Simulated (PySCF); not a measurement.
C₃H₁₀Si₃, SMILES C=CC1[SiH2][SiH2][SiH2]1.

Geometry: B3LYP-D3(BJ)/def2-SVP. The structure was generated by enumeration, and PubChem lists no compound with its InChIKey, so it may never have been made. The values are those of a single conformer.

Two levels are set side by side: PBE/def2-TZVP (PySCF) and PBE0/def2-TZVP (PySCF). Same geometry, gas phase. Differences are taken from unrounded values.

```json
[
 {"quantity": "orbital gap (eV)", "PBE0": "6.27"},
 {"quantity": "highest occupied level (eV)", "PBE0": "-6.83"},
 {"quantity": "lowest empty level (eV)", "PBE0": "-0.56"},
 {"quantity": "dipole moment (D)", "PBE0": "0.35"}
]
```

What does PBE give, and how far is it from PBE0? (An estimate is asked for; the answer gives what the named calculation found.)


```tsv
quantity	PBE	PBE minus PBE0
orbital gap (eV)	4.44	-1.83
highest occupied level (eV)	-5.84	1.00
lowest empty level (eV)	-1.39	-0.84
dipole moment (D)	0.32	-0.03
```

Without exact exchange PBE keeps part of each electron's self-repulsion, which lifts occupied levels and narrows the gap. Differences between two approximate levels are no errors against the true value.

Rough cost on one machine, each run with all the roots and properties that it gave: PBE0 against PBE within a factor of 2.
